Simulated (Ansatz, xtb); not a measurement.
**Relative energy of two isomers of C3H6O2Se**

Structure X is `COC(=O)C[SeH]`, a singlet and structure Y is `C[C@H]([SeH])C(=O)O`, a singlet. Both are isolated molecules in the gas phase, relaxed with PBE0-D3(BJ)/def2-SVP; the shapes shown needn't be the lowest conformers.

X (Å):

```yaml
atoms:
  - { symbol: C, position_ang: [-3.2951, 0.3973, 0.5013] }
  - { symbol: C, position_ang: [-1.2692, 0.8421, -0.5707] }
  - { symbol: C, position_ang: [-0.1760, 0.2377, -1.4059] }
  - { symbol: O, position_ang: [-2.2327, -0.0534, -0.3208] }
  - { symbol: O, position_ang: [-1.2919, 1.9741, -0.1692] }
  - { symbol: Se, position_ang: [0.9124, -1.0284, -0.3815] }
  - { symbol: H, position_ang: [-3.7982, 1.2658, 0.0512] }
  - { symbol: H, position_ang: [-2.9227, 0.6896, 1.4944] }
  - { symbol: H, position_ang: [-3.9939, -0.4424, 0.5908] }
  - { symbol: H, position_ang: [-0.5885, -0.2755, -2.2845] }
  - { symbol: H, position_ang: [0.5060, 1.0351, -1.7234] }
  - { symbol: H, position_ang: [-0.1860, -1.9908, -0.2103] }
```

Y (Å):

```xyz
12

C    -2.7975    1.2210   -3.2563
C    -2.4832    0.5004   -1.9627
C    -1.0076    0.5056   -1.6546
O    -0.1889    1.2009   -2.1935
O    -0.6962   -0.3756   -0.6932
Se   -3.4378    1.3991   -0.4816
H    -3.8786    1.2196   -3.4530
H    -2.4378    2.2591   -3.2201
H    -2.2877    0.7270   -4.0966
H    -2.8398   -0.5393   -1.9754
H    -3.0535    0.3998    0.5259
H     0.2560   -0.2863   -0.5346
```

Estimate which is lower in electronic energy at CCSD(T)/def2-SVP + ΔMP2/def2-TZVPP, and by roughly how much.

The CCSD(T)/def2-SVP + ΔMP2/def2-TZVPP calculation puts structure Y lower, by 11.7 kcal/mol.

How the difference moves with the method:

```
                             level              geometry  E(Y) − E(X) (kcal/mol)  departure from the last row (kcal/mol)  job, with rough time for the two
                          GFN2-xTB              GFN2-xTB                      −3.0                                    +8.7              optimisation, 0.34 s
                         HF/STO-3G              GFN2-xTB                       0.0                                   +11.6               single point, 0.4 s
                r2SCAN-D4/def2-SVP              GFN2-xTB                     −13.8                                    −2.2               single point, 3.4 s
              PBE0-D3(BJ)/def2-SVP  PBE0-D3(BJ)/def2-SVP                     −11.8                                    −0.1                optimisation, 72 s
                       HF/def2-SVP  PBE0-D3(BJ)/def2-SVP                      −8.7                                    +3.0           part of the CCSD(T) run
                      MP2/def2-SVP  PBE0-D3(BJ)/def2-SVP                     −13.4                                    −1.8           part of the CCSD(T) run
                  CCSD(T)/def2-SVP  PBE0-D3(BJ)/def2-SVP                     −11.8                                    −0.2                      single point
CCSD(T)/def2-SVP + ΔMP2/def2-TZVPP  PBE0-D3(BJ)/def2-SVP                     −11.7                                                        single point, 60 s
```

As drawn, Y has 1 C–C, 1 O–H in place of 1 C–O, 1 C–H.

HF/STO-3G finds them nearly level. The largest departure from CCSD(T)/def2-SVP + ΔMP2/def2-TZVPP is that of HF/STO-3G, 11.6 kcal/mol. The last row adds to CCSD(T) the change of the MP2 difference between the two basis sets, here +0.2 kcal/mol.

With thermal terms from frequencies at re-optimised GFN2-xTB minima (ideal gas, soft modes damped towards free rotors, one conformer each, 298.15 K, 1 atm): the zero-point term adds +0.4 kcal/mol; ΔH is −11.4 and ΔG −10.8 kcal/mol.

The correlated steps freeze 14 core orbitals; the filled d shell of Se is correlated, in a basis made for valence electrons. Mirror images aren't counted in ΔG. Run with Ansatz 0.2.0, xtb 6.7.1; the last row on 4 threads of Arm Neoverse V1 on a shared host.
